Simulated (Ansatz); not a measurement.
**Redistribution: C2H8OSi + C2H6Si → C2H10OSi2 + C2H4**

Species: C2H8OSi `CO[SiH2]C`, singlet; C2H6Si (vinylsilane) `C=C[SiH3]`, singlet; C2H10OSi2 `CO[SiH2]C[SiH3]`, singlet; C2H4 (ethylene) `C=C`, singlet. The partners trade H for SiH3; both sit on C, so the bond types are kept.

Shapes, held fixed at every level: PBE0-D4/def2-TZVP. Flexible molecules stand in one conformer, not always the lowest. Programs: Ansatz 0.2.0. Electronic energies: no zero-point or thermal term.

Q: Estimate ΔE of this reaction.

A: The highest level, CCSD(T)/CBS estimate, gives ΔE = -6.4 kJ/mol; the levels span -6.4 to -3.9. The column of differences is taken from that level and isn't an error. No measured value is set beside it here. The CBS estimate extrapolates MP2 from def2-TZVPP and def2-QZVPP and adds CCSD(T) − MP2 in the triple-zeta set, cores frozen.

```
               level                    kind  ΔE (kJ/mol)  less CCSD(T)/CBS estimate
   PBE-D4/def2-TZVPP                     GGA         -3.9                       +2.5
r2SCAN-D4/def2-TZVPP                meta-GGA         -4.6                       +1.8
  PBE0-D4/def2-TZVPP           global hybrid         -5.5                       +0.9
  wB97X-V/def2-TZVPP  range-separated hybrid         -5.3                       +1.1
      MP2/def2-TZVPP     perturbation theory         -6.0                       +0.4
  CCSD(T)/def2-TZVPP   coupled cluster or CI         -6.3                       +0.1
     CCSD/def2-TZVPP   coupled cluster or CI         -6.2                       +0.2
CCSD(T)/CBS estimate   coupled cluster or CI         -6.4                        0.0
```
